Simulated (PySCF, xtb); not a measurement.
CH8N2OSi2, SMILES [SiH2]1[Si@](CN1)(O)N.

GFN2-xTB in xtb at its own geometry gives an orbital gap of 4.19 eV and a dipole moment of 0.89 D.

Geometry optimised at B3LYP-D3(BJ)/def2-SVP. The structure was generated by enumeration; whether it is a known compound was not checked. The values are those of a single conformer.

Problem. What does PySCF with PBE/def2-TZVP give? (An estimate is asked for; the answer gives what the named calculation found.)

Solution. gap 4.45 eV (levels -5.22 and -0.77 eV), dipole 0.98 D.
